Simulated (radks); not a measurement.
Results of a calculation; reference values are marked as such.
Species: Tl76+. Configuration: [He] 2s2 2p1. Code: a radial shooting solver on a logarithmic mesh with Libxc functionals. Model: Dirac Kohn-Sham, PBE, spin-unpolarised, spherical densities, finite nucleus; open shells fill j = l - 1/2 first; Fermi nuclear charge, rms radius 5.4759 fm.

Normalised radial functions P(r) = r R(r) (large component), r in bohr:

```
   r/bohr * 1s1/2, o 2p1/2, + 2p3/2 (the largest magnitude, 6.57, reaches the edge; | marks zero, & curves that meet)
 0.001198 +o                  *
  0.00144 +o                     *
 0.001745 + o                       *
 0.002097 |+o                           *
 0.002521 |+o                              *
 0.003055 |+ o                                 *
 0.003672 |+  o                                    *
 0.004449 | +  o                                       *
 0.005348 |  +  o                                         *
 0.006428 |   +  o                                           *
 0.007788 |    +   o                                            *
 0.009362 |      +   o                                           *
  0.01134 |        +    o                                        *
  0.01363 |          +     o                                   *
  0.01639 |              +    o                            *
  0.01986 |                 +     o                  *
  0.02387 |                     +    o        *
  0.02892 |                         + *  o
  0.03477 |                    *        +  o
  0.04179 |             *                 + o
  0.05063 |       *                        &
  0.06086 |   *                         o+
  0.07375 | *                      o +
  0.08864 |*                o   +
   0.1066 *           o  +
   0.1291 *      o +
   0.1552 *  o +
    0.188 *o+
    0.226 &+
```

1s1/2: eigenvalue -94895 eV, 0 radial nodes, <r> = 0.0163 bohr, 90 % of the charge inside 0.0298 bohr. 2p1/2: eigenvalue -23093 eV, 0 radial nodes, <r> = 0.0535 bohr, 90 % of the charge inside 0.0889 bohr. 2p3/2 (empty): eigenvalue -20818 eV, 0 radial nodes, <r> = 0.0616 bohr, 90 % of the charge inside 0.0993 bohr.
